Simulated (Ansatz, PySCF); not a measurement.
ClGaH₂S₂, SMILES [SH][Ga]([SH])[Cl]. Atoms are numbered in the order given.

```xyz
6

Ga     0.0000     0.0000     0.0026
Cl     0.0000     0.0000    -2.1365
S      0.0000    -1.9553     0.9927
H      0.0000    -1.4284     2.2375
S      0.0000     1.9553     0.9927
H      0.0000     1.4284     2.2375
```
Charge 0, spin multiplicity 1.

Coordinates come from a PBE0-D3(BJ)/def2-SVP optimisation. The structure was generated by enumeration; whether it is a known compound was not checked. Other conformers were not sampled.

Vertical ionisation energy (IE) and electron affinity (EA) in eV. Rows of orbital energies are one-electron estimates. Where ΔSCF, EOM or ADC give a negative EA the extra electron is unbound and the value depends on the basis.

```json
[
 {"level": "−ε(HOMO), −ε(LUMO), HF/def2-TZVP (PySCF)", "IE": "10.73", "EA": "-1.90"},
 {"level": "−ε(HOMO), −ε(LUMO), PBE/def2-TZVP (PySCF)", "IE": "6.71", "EA": "2.19"},
 {"level": "ΔSCF, PBE0/def2-SVPD (Ansatz), final states of multiplicity 2 and 2", "IE": "9.96", "EA": "0.14"},
 {"level": "ΔSCF, PBE/def2-SVPD (Ansatz), final states of multiplicity 2 and 2", "IE": "9.61", "EA": "0.31"}
]
```

Question: What vertical singlet–triplet gap does ΔSCF give with PBE0/def2-SVPD (Ansatz, a quantum-chemistry and plane-wave program) and with PBE/def2-SVPD (Ansatz)? (The exact figures need the calculation; the answer reports its results.)

Answer: 4.92 and 4.45 eV (triplet above singlet where positive).
